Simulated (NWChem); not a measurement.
System: CrN2H3OF; SMILES [NH]=[Cr](=[NH])([OH])[F]

The following NWChem deck was run.

```
start job
memory heap 200 mb stack 900 mb global 1100 mb
geometry units angstroms
  Cr     0.014652    -0.057055     0.004778
  N     -1.350081    -0.945911    -0.155111
  H     -2.087515    -1.599790    -0.377254
  N      1.068437    -0.407991    -1.197293
  H      1.605563    -0.778387    -1.968667
  F     -0.478584     1.578873    -0.295313
  O      0.725694    -0.315313     1.520272
  H      1.143307    -0.618531     2.326554
end
basis spherical
  * library def2-svp
end
dft
  xc xpbe96 cpbe96
  disp vdw 4
  iterations 150
end
driver
  maxiter 120
end
task dft optimize
```

Not confirmed as a minimum by frequencies.

The level has its own optimisation.

Q: Give the results of this calculation. (PBE-D3(BJ)/def2-SVP.) Quantities: r Cr–N (Å); r Cr–F (Å); r Cr–O (Å); r H–N (Å); dipole (D).

A: 
```yaml
r Cr–N (Å): 1.610
r Cr–F (Å): 1.738
r Cr–O (Å): 1.768
r H–N (Å): 1.031
dipole (D): 3.59
```
